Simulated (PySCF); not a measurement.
# BeBr, CCSD(T): how much the basis matters

PySCF, UHF reference; doublet, unpaired electrons σ ↑; De to Be + Br without counterpoise correction. Frozen cores follow the default of each basis and core potential.

| basis | relativity | functions | Re (Å) | ωe (cm⁻¹) | De (eV) | frozen orbitals |
| --- | --- | --- | --- | --- | --- | --- |
| def2-SVP | no relativity | 41 | 2.005 | 684 | 2.77 | 9 |
| def2-SVPD | no relativity | 53 | 2.017 | 661 | 2.83 | 9 |
| x2c-TZVPPall | spin-free X2C | 67 | 1.978 | 693 | 3.02 | 9 |

Question: How does each smaller set differ from the one with most functions, x2c-TZVPPall?

Answer: def2-SVP: +2.7 pm, -1.3 % in ωe, -0.25 eV in De; def2-SVPD: +3.9 pm, -4.6 % in ωe, -0.19 eV in De. All at CCSD(T); the set with most functions is neither the basis-set limit nor always the best. The rows treat relativity differently, so the differences are not basis effects alone.

Correlated steps freeze 9 core orbitals. Correlated levels converge slowly with the basis: in double zeta they bind strong bonds too weakly, by up to about 1 eV, and carry superposition errors of some tenths. Spin–orbit coupling is left out. The state is the lowest determinant that a PBE0 search found; another state may lie lower at other levels.
